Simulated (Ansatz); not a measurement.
`BN[SiH2]Cl` + H–F → `BN[SiH2]F` + HCl at 600 K and 1 bar (ligand exchange at the Si–Cl bond).

Isolated molecules relaxed with PBE0-D4/def2-TZVP in Ansatz; ΔE leaves out vibrations. CCSD(T)/CBS adds triple-zeta CCSD(T) − MP2 to the extrapolated MP2 energy (def2 sets, frozen cores). This one scheme is used for every species. One conformer a species, not always the lowest.

```csv
species,CCSD(T)/CBS energy (Eh),H − E (kJ/mol),S (J/(mol·K))
`BN[SiH2]Cl`,-831.46864,204.6,403.0
H–F,-100.39570,42.3,194.0
`BN[SiH2]F`,-471.49877,206.2,387.9
HCl,-460.38127,35.4,207.2
```

H − E and S are ideal-gas, rigid-rotor, harmonic terms from PBE0-D4/def2-TZVP, for one conformer and one mirror image of each species. 1 Eh = 2625.50 kJ/mol, R = 8.31446 J/(mol·K).

Task: By hand: ΔE, ΔH, ΔS and ΔG.

Result: ΔE = (-471.49877) + (-460.38127) − (-831.46864) − (-100.39570) = -0.01570 Eh = -41.2 kJ/mol. Δ(H − E) = 206.2 + 35.4 − 204.6 − 42.3 = -5.3, so ΔH = -46.5 kJ/mol. ΔS = 387.9 + 207.2 − 403.0 − 194.0 = -1.9 J/(mol·K). ΔG = -46.5 − 600 × (-1.9)/1000 = -45.4 kJ/mol.

Task: By hand: the equilibrium constant, and the temperature at which ΔG would vanish if ΔH and ΔS stayed fixed.

Result: log₁₀ K = −ΔG/(RT ln 10) = 4.0. ΔG = 0 at ΔH/ΔS = 24474 K, far beyond where these terms or the molecules hold.

The number of gas molecules stays the same, so ΔS is small and ΔH decides. A doubt of 5 kJ/mol in ΔE shifts log₁₀ K by 0.4 here. Other conformers and mirror images would add mixing entropy, several J/(mol·K) or more a flexible species. Modes under 60 cm⁻¹, often nearly free rotors, make the harmonic entropy too high. These are equilibria of isolated gas molecules and say nothing of rates. Largest T1 diagnostic: 0.012 (customary marks: 0.02 for closed shells, 0.045 for open ones).
